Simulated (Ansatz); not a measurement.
Molecule: CCl2F, net charge 0, doublet state. SMILES: [C](Cl)(Cl)F
Geometry: optimised at B3LYP-D3(BJ)/def2-TZVP (Ansatz, a first-principles code).

B3LYP/6-31G* beside other levels, property by property. Set-up: UHF or UKS for open shells; no dispersion term unless named; atomisation electronic, to ground-state atoms; spin-orbit terms left out; 6-31G* and kin with 6d, 5d where marked; non-relativistic; each state is the SCF solution reached for its charge and spin; frozen cores in correlated levels. CBS(X,Y): correlation extrapolated as X^-3; Hartree-Fock from the larger set. The bracket is a focal-point correction in the basis named. Ab initio and DFT rows: single points at B3LYP-D3(BJ) geometries (Ansatz), with unscaled harmonic terms from B3LYP/6-31G* (Ansatz) at its own minima, enthalpies of formation by atomisation with measured atoms. Sets without +, aug- or the D of def2-TZVPD hold no diffuse functions, which anions need.

Coupled cluster (Ansatz) is a level with limits of its own, used here on species with T1 under 0.025 (0.045 for open shells) and stable references: (a) RI-MP2/CBS(aug-cc-pV(T+d)Z,aug-cc-pV(Q+d)Z)+[CCSD(T)-MP2]/aug-cc-pV(D+d)Z; (b) RI-MP2/CBS(cc-pV(T+d)Z,cc-pV(Q+d)Z)+[CCSD(T)-MP2]/cc-pV(T+d)Z.

| property | B3LYP/6-31G* (Ansatz) | HF/6-31G* (Ansatz) | B3LYP/STO-3G (Ansatz) | MP2/6-31G* (Ansatz) | to compare with |
|---|---|---|---|---|---|
| vertical ionisation energy to the singlet (eV) | 9.20 | 9.61 | 7.77 | 8.89 | 9.29 coupled cluster (a) |
| vertical electron affinity to the singlet (eV) | -0.16 | -0.98 | -3.70 | -0.48 | 0.84 coupled cluster (a) |
| enthalpy of formation at 298 K (kcal/mol) | -17.1 | 88.0 | -34.1 | -9.7 | -22.9 coupled cluster (b) |
| atomisation energy (kcal/mol) | 267.8 | 162.8 | 284.8 | 260.4 | 273.6 coupled cluster (b) |

As the rows show:
- vertical ionisation energy to the singlet: B3LYP/6-31G* lies 0.09 eV below coupled cluster.
- vertical electron affinity to the singlet: B3LYP/6-31G* lies 1.00 eV below coupled cluster.
- enthalpy of formation at 298 K: B3LYP/6-31G* lies 5.8 kcal/mol above coupled cluster.
- atomisation energy: B3LYP/6-31G* lies 5.8 kcal/mol below coupled cluster.

The properties are those with a value to compare with, at most eight drawn at random. No case is left out for the size of its miss. Left out are saddle points of the reference geometry, anions that the best level run finds unbound, excited spin states, species near biochemistry, 298 K rows of species without real B3LYP wavenumbers, cases with under five habitual levels, runs that failed or that the program found above a lower state of the same kind, table entries that another table contradicts, and a share of species set aside by lot.
